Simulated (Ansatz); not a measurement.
Reaction (substitution at a C–C bond): `CCS(C)(=O)=O` + `NC[SeH]` → `CNC[SeH]` + `CS(C)(=O)=O`

Isolated molecules relaxed with PBE0-D4/def2-TZVP in Ansatz; ΔE leaves out vibrations. CBS: MP2 limit from def2 TZ/QZ plus the TZ coupled-cluster correction, frozen cores. DFT in def2-TZVPP. B3LYP here is the variant with VWN-RPA as its local correlation; programs differ in this. For Se outer-core shells are correlated without core-valence functions, which leaves a few kJ/mol of doubt a bond. Scalar relativity is left out up to krypton. Each species was taken in one conformer, which may not be the lowest.

`CCS(C)(=O)=O`:

Z-matrix (Å, degrees):
```
C
C 1 1.514
H 1 1.092 2 111.9
H 1 1.090 2 110.6 3 -121.0
H 1 1.092 2 109.9 3 119.3
S 2 1.782 1 114.2 3 67.8
H 2 1.092 1 113.4 3 -54.6
H 2 1.094 1 111.9 3 -176.6
O 6 1.438 2 107.4 1 179.8
C 6 1.772 2 104.7 1 -65.9
O 6 1.439 2 108.2 1 48.8
H 10 1.089 6 110.0 2 63.1
H 10 1.089 6 109.6 2 -60.2
H 10 1.090 6 105.3 2 -178.5
```

`NC[SeH]`:

```xyz
8

N    -0.031   -1.160    0.202
C     0.211    0.104   -0.444
Se    0.933    1.440    0.794
H    -0.312   -1.860   -0.476
H    -0.762   -1.083    0.897
H    -0.652    0.578   -0.925
H     0.987   -0.022   -1.200
H    -0.374    2.004    1.152
```

`CNC[SeH]`:

```xyz
11

C     1.407    0.215   -0.750
N     0.552   -0.424    0.228
C    -0.832   -0.084    0.071
Se   -1.877   -1.156    1.341
H     2.447   -0.052   -0.553
H     1.329    1.314   -0.765
H     1.155   -0.150   -1.749
H     0.854   -0.215    1.171
H    -1.148   -0.343   -0.941
H    -1.081    0.971    0.251
H    -2.806   -0.075    1.694
```

`CS(C)(=O)=O`:

Cartesian coordinates in Å:
```
C -1.417 0.169 -0.092
S 0.196 -0.221 -0.712
C 1.252 0.016 0.690
O 0.215 -1.617 -1.049
O 0.541 0.766 -1.698
H -1.439 1.204 0.245
H -1.677 -0.521 0.710
H -2.095 0.035 -0.935
H 1.201 1.054 1.015
H 2.259 -0.217 0.341
H 0.964 -0.669 1.485
```

| level | ΔE (kcal/mol) | difference from CCSD(T)/CBS |
| --- | --- | --- |
| r2SCAN-D4 | 6.7 | -0.6 |
| PBE0-D4 | 6.9 | -0.4 |
| B3LYP-D4 | 6.5 | -0.8 |
| ωB97M-V | 7.0 | -0.3 |
| B2PLYP | 6.2 | -1.1 |
| PBE0 | 6.4 | -0.9 |
| HF/def2-TZVPP | 5.2 | -2.1 |
| SCS-MP2/def2-TZVPP | 6.5 | -0.8 |
| CCSD/def2-TZVPP | 6.7 | -0.6 |
| HF/def2-QZVPP | 5.1 | -2.2 |
| CCSD(T)/CBS | 7.3 | 0 |

Largest T1 diagnostic among the species: 0.015.

The D4 term adds +0.8 kcal/mol with B3LYP and +0.5 kcal/mol with PBE0; it sums over pairs of atoms, weighted by their polarisabilities, and B3LYP, whose exchange is more repulsive, gets the larger term. In def2-TZVPP, CCSD(T) changes the Hartree–Fock value by +1.7 kcal/mol (the triples alone add +0.2 kcal/mol) and MP2 by +2.0 kcal/mol.
